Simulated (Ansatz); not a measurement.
Ansatz results at the PBE0-D4/def2-TZVP geometry: size of the dipole moment (PBE/def2-TZVPP) 0.97 D; size of the dipole moment (B3LYP/def2-TZVPP) 0.95 D; HOMO energy (ωB97M-V/def2-TZVPP) -7.85 eV.

(1) Which molecule gave them?
A. `[P]#[Sb]`
B. `c1cc2c3c(cccc3c1)CC2`
C. `CCOC(=O)C(C)CC`
D. `O=[N+]([O-])F`

## Answers

(1) B. The others give `O=[N+]([O-])F`: 0.35, 0.32, -12.89; `[P]#[Sb]`: 1.50, 1.51, -9.07; `CCOC(=O)C(C)CC`: 2.06, 2.12, -10.08.

B3LYP here is the variant with VWN-RPA as its local correlation; programs differ in this.
